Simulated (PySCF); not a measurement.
Molecular orbitals of KSn

BHandHLYP at R = 3.293 Å; PySCF, scalar-relativistic core potentials, basis sets K def2-SVPD, Sn def2-SVPD with ECP28. State: ⁴Σ⁻ (quartet), unpaired electrons σ ↑, π ↑↑. Only the outer orbitals are listed, counted within each symmetry, core potentials removing the inner ones.

```csv
spin,orbital,occ.,ε (eV),on K (%),main shells (%)
α,4π,1,-23.69,100,100 K p
α,4π,1,-23.69,100,100 K p
α,8σ,1,-23.67,100,100 K p
α,9σ,1,-12.01,2,98 Sn s
α,10σ,1,-4.53,22,"77 Sn p, 20 K s"
α,5π,1,-4.17,7,92 Sn p
α,5π,1,-4.17,7,92 Sn p
α,11σ,0,-1.19,88,"56 K s, 32 K p, 9 Sn p"
α,6π,0,0.09,97,96 K p
α,6π,0,0.09,97,96 K p
β,4π,1,-23.65,100,100 K p
β,4π,1,-23.65,100,100 K p
β,8σ,1,-23.60,100,100 K p
β,9σ,1,-9.48,2,98 Sn s
β,10σ,0,-1.55,92,"79 K s, 13 K p, 8 Sn p"
β,5π,0,-0.35,73,"73 K p, 28 Sn p"
β,5π,0,-0.35,73,"73 K p, 28 Sn p"
```

Problem. Which are the highest filled and the lowest empty level, where do they sit, and how wide is the gap?

Solution. Highest filled α 5π at -4.17 eV (in %: 92 Sn p); lowest empty β 10σ at -1.55 eV (in %: 79 K s, 13 K p, 8 Sn p); the gap at BHandHLYP is 2.62 eV.

| Item | Value |
| --- | --- |
| bond order (Mayer) | 0.65 |
| ⟨S²⟩ | 3.751 |
| charge on K (Mulliken, basis-dependent) | 0.61 |
| charge on K (Löwdin, basis-dependent) | 0.43 |
| dipole moment (positive dipole means K(−)Sn(+)) | -9.67 D |

Spin–orbit coupling is left out. The state is the lowest determinant that a PBE0 search found; another state may lie lower at other levels.
